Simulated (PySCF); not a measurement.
Structure from 2D NMR

Compound of formula C₃H₁₂NPSi₂. Correlations simulated from computed shifts and the bond graph:

HSQC (one-bond C–H):
| δH | δC |
| --- | --- |
| 6.52 | 139.1 |
| 6.39 | 142.4 |
| 6.18 | 142.4 |
| 0.41 | 1.8 |

COSY cross peaks (H two or three bonds apart, from the bond graph; peaks can be absent where the dihedral angle is near 90°):
| δH | δH |
| --- | --- |
| 6.52 | 6.39 |
| 6.52 | 6.18 |
| 6.52 | 4.34 |
| 6.52 | 3.99 |
| 6.39 | 6.18 |
| 4.34 | 3.99 |

HMBC (two and three bonds, from the bond graph):
| δH | δC |
| --- | --- |
| 6.52 | 142.4 |
| 6.39 | 139.1 |
| 6.18 | 139.1 |
| 4.34 | 142.4, 139.1, 1.8 |
| 3.99 | 142.4, 139.1, 1.8 |
| 0.92 | 1.8 |

Level of theory: geometry: GFN2-xTB, NMR shieldings at PBE0/pcSseg-1/GIAO, in PySCF 2.14 (isolated molecule, fast rotation and ring inversion assumed for equivalent nuclei, one computed conformer, non-relativistic Hamiltonian).

Referencing at the same level of theory: TMS for ¹H (σref 31.72) and ¹³C (σref 186.93).

Exchangeable hydrogens are left out of these lists.

Question: Assemble the structure.

Answer: SMILES C(=C)[SiH2][Si@](C)(N)P.

Atoms are numbered as in `[CH2:1]=[CH:2][SiH2:3][Si@:4]([CH3:5])([NH2:6])[PH2:7]`. Hydrogens are named by the atom that carries them. Ha(C1) is cis to Si3; Ha(Si3) is pro-R; Hb(Si3) is pro-S; Hb(C1) is trans to Si3.

1. δC 142.4 is C1, a terminal =CH2 carbon (δH 6.18, 6.39).
2. δC 139.1 is C2, an alkene CH (δH 6.52).
3. δC 1.8 is C5, a methyl carbon bonded to Si (δH 0.41).
4. COSY links 6.52–6.39, 6.52–6.18, 6.52–4.34, 6.52–3.99, 6.39–6.18, 4.34–3.99.

The shifts were computed for this structure.

Exchangeable OH/NH protons stand at their gas-phase positions; hydrogen bonding in a real sample shifts them, mostly to higher δ. Shifts are as computed. Against solution values, carbons near 30 ppm lie about +3 ppm off and those near 130 ppm about +5 ppm. Of 1211 compounds with measured shifts, 218 miss one by over three times the rms of a fit or turn the order of signals round; such compounds aren't used in these exercises.
